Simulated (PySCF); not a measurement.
C$_{3}$H$_{6}$NO, doublet, geometry from GFN2-xTB. Base run: PBE/6-31G (PySCF).

Input for PySCF:
```python
from pyscf import gto, scf, dft, solvent

mol = gto.Mole()
mol.atom = '''
    C    -0.57492909   -1.04080376   -0.84846074
    N     0.22571926   -0.27211499   -0.07587216
    C     1.57462023   -0.72030627    0.17842845
    C    -0.22719923    0.90538050    0.45575745
    O    -1.34539118    1.34890672    0.28820273
    H    -0.19579610   -1.95615580   -1.25123661
    H    -1.57234915   -0.69862042   -1.03002422
    H     1.56272140   -1.68916851    0.68156960
    H     2.09124195   -0.00071985    0.81127323
    H     2.12241401   -0.82284896   -0.76039720
    H     0.53991106    1.41544190    1.05994759
'''
mol.basis = '6-31g'
mol.spin = 1
mol.verbose = 3
mol.build()

mf = dft.UKS(mol)
mf.xc = 'pbe'
mf.kernel()
```

The base run was repeated with changes; each row names its change, and settings that it needs were set with it.

| change | ΔE vs base (kcal/mol) | dipole (D) |
|---|---|---|
| base | 0.000 | 4.19 |
| model = IEF-PCM; solvent = acetonitrile | -6.81 | 5.37 |
| model = IEF-PCM; solvent = water; vdw_scale = 1.0 | -12.21 | 5.94 |
| model = IEF-PCM; solvent = water; lebedev_order = 11 | -6.89 | 5.38 |
| model = IEF-PCM; solvent = water; r_probe = 0.5 | -3.39 | 4.89 |
| model = SS(V)PE; solvent = water | -6.86 | 5.37 |
| model = ddCOSMO; solvent = water | -5.38 | 5.22 |
| model = IEF-PCM; solvent = water; vdw_scale = 1.4 | -4.45 | 5.06 |
| model = IEF-PCM; solvent = toluene | -3.25 | 4.75 |
| model = COSMO; solvent = water | -6.97 | 5.40 |
| model = IEF-PCM; solvent = water; lebedev_order = 41 | -7.00 | 5.41 |
| model = IEF-PCM; solvent = dichloromethane | -5.91 | 5.21 |

The base is the gas phase, so ΔE is the electrostatic part of solvation at a fixed geometry, without cavity and dispersion terms.

Open shells are given as the SCF converged; they aren't shown to be the lowest states, and a large step between rows can be another state.
